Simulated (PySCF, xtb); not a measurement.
C2H9FSi3, SMILES F[Si@H]1C[SiH2]C[SiH2]1. One conformer was computed; it need not be the lowest.

Harmonic wavenumbers (cm⁻¹) from GFN2-xTB (xtb) at its own minimum, in rising order: 52, 98, 147, 194, 261, 284, 401, 446, 449, 527, 534, 546, 602, 608, 644, 680, 694, 712, 756, 768, 777, 790, 793, 807, 985, 1000, 1115, 1122, 1458, 1466, 2175, 2198, 2203, 2227, 2244, 2975, 2984, 2999, 3002.

Question: What does B3LYP-D3(BJ)/def2-SVP (PySCF) give at its own minimum? (The exact figures need the calculation; the answer reports its results.)

Answer: 50, 119, 167, 224, 275, 312, 413, 445, 491, 536, 594, 609, 628, 668, 705, 725, 748, 790, 815, 825, 872, 883, 934, 960, 977, 1004, 1039, 1049, 1364, 1382, 2203, 2210, 2213, 2217, 2218, 3031, 3041, 3104, 3110. Paired by order, the mean absolute difference is 51 cm⁻¹ and the zero-point energies are 61.1 and 62.8 kcal/mol.
